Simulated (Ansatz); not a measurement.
Total energies of C₃H₈AlF, SMILES `C[C](C)(F)[AlH2]`.

```xyz
13

C     0.579    0.745   -1.107
C     0.063    0.295    0.245
C     0.876   -0.869    0.775
F     0.269    1.378    1.141
Al   -1.898   -0.094    0.215
H     0.439   -0.041   -1.854
H     1.650    0.972   -1.049
H     0.067    1.645   -1.458
H     0.751   -1.748    0.137
H     0.579   -1.142    1.792
H     1.941   -0.612    0.796
H    -2.396   -1.308   -0.685
H    -2.920    0.779    1.053
```

Total charge 0; spin multiplicity 1. The structure was optimised at the PBE0-D4/def2-TZVP level. Basis def2-TZVPP, the Gaussian-basis code of Ansatz.

RPA on PBE orbitals: Hartree–Fock energy of these orbitals -459.62797 Eh, correlation -1.43470 Eh (frozen core).

```
             functional                                       kind  energy without D4 (Eh)  D4 term (kJ/mol)
            LDA (SPW92)                                        LDA              -458.64343                 –
                 revPBE                                        GGA              -461.34661             -76.5
                 r2SCAN                                   meta-GGA              -461.32843              -6.0
                 B97M-V                         meta-GGA with VV10              -461.38942                 –
                   PBE0         global hybrid, 25 % exact exchange              -461.11339             -20.2
                  B3LYP                        global hybrid, 20 %              -461.50805             -38.4
                r2SCANh                      meta-GGA hybrid, 10 %              -461.31696              -6.3
                r2SCAN0                      meta-GGA hybrid, 25 %              -461.30090              -7.0
HSE06 (plane-wave form)                            screened hybrid              -461.09551             -18.7
                  BHLYP                        global hybrid, 50 %              -461.36223             -28.3
                LC-ωPBE                long-range corrected hybrid              -461.26664                 –
                ωB97M-V  range-separated hybrid meta-GGA with VV10              -461.35958                 –
                 B2PLYP                              double hybrid              -461.18723                 –
               PBE-QIDH                              double hybrid              -460.99754                 –
```

(1) Give the same for PBE, BLYP, CAM-B3LYP, ωB97X-V. (An estimate is asked.)

B3LYP takes the VWN-RPA correlation (the form of Gaussian; ORCA's B3LYP/G). HSE06 is the plane-wave form, built on full-range PBE exchange. The double hybrids freeze the cores in their second-order part.

Results:

(1) The calculation gave: 
```json
{"functional": "PBE", "kind": "GGA", "energy without D4 (Eh)": "-461.06756", "D4 term (kJ/mol)": "-24.0"}
{"functional": "BLYP", "kind": "GGA", "energy without D4 (Eh)": "-461.39667", "D4 term (kJ/mol)": "-53.0"}
{"functional": "CAM-B3LYP", "kind": "range-separated hybrid", "energy without D4 (Eh)": "-461.38829", "D4 term (kJ/mol)": "-20.4"}
{"functional": "ωB97X-V", "kind": "range-separated hybrid GGA with VV10", "energy without D4 (Eh)": "-461.37005", "D4 term (kJ/mol)": "–"}
```

LC-ωPBE has ω = 0.4 bohr⁻¹.
